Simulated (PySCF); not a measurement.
C₄H₈OS. Atoms are numbered in the order given.

```xyz
14

O      3.1138    -0.5076     0.8052
C      2.3907    -0.2696    -0.1390
C      0.8982    -0.5150    -0.1834
C      0.1145     0.7005    -0.7007
C     -1.3759     0.4400    -0.9213
S     -2.1972     0.0353     0.6795
H      2.8131     0.1697    -1.1000
H      0.5608    -0.8400     0.8208
H      0.7357    -1.3713    -0.8802
H      0.5485     1.0349    -1.6691
H      0.2385     1.5516     0.0038
H     -1.8537     1.3409    -1.3556
H     -1.5160    -0.4028    -1.6304
H     -3.4471    -0.1220     0.1631
```

Geometry: PBE-D3(BJ)/def2-SVP. One conformer was computed; it need not be the lowest.

All values below come from PBE0/pcSseg-1 in PySCF.

GIAO shieldings, no solvent; atoms listed in one row are averaged. δ = σ(ref) − σ: ¹⁷O against H2O (σ = 334.2 ppm); ¹³C against TMS (σ = 186.3 ppm); ³³S against H2S (σ = 716.7 ppm); ¹H against TMS (σ = 31.56 ppm), references at their B3LYP-D3(BJ)/def2-TZVP geometries, non-relativistic.

Task: Estimate the chemical shifts. (The exact figures need the calculation; the answer reports its results.)

Result: 
| nucleus | atoms | count | δ (ppm) |
|---|---|---|---|
| ¹⁷O | O1 | 1 | 729.7 |
| ¹³C | C2 | 1 | 209.4 |
| ¹³C | C3 | 1 | 49.9 |
| ¹³C | C5 | 1 | 35.5 |
| ¹³C | C4 | 1 | 28.4 |
| ³³S | S6 | 1 | 122.5 |
| ¹H | H7 | 1 | 10.20 |
| ¹H | H12 | 1 | 3.46 |
| ¹H | H8 | 1 | 3.09 |
| ¹H | H13 | 1 | 3.06 |
| ¹H | H10 | 1 | 2.58 |
| ¹H | H9 | 1 | 2.30 |
| ¹H | H14 | 1 | 2.29 |
| ¹H | H11 | 1 | 1.91 |
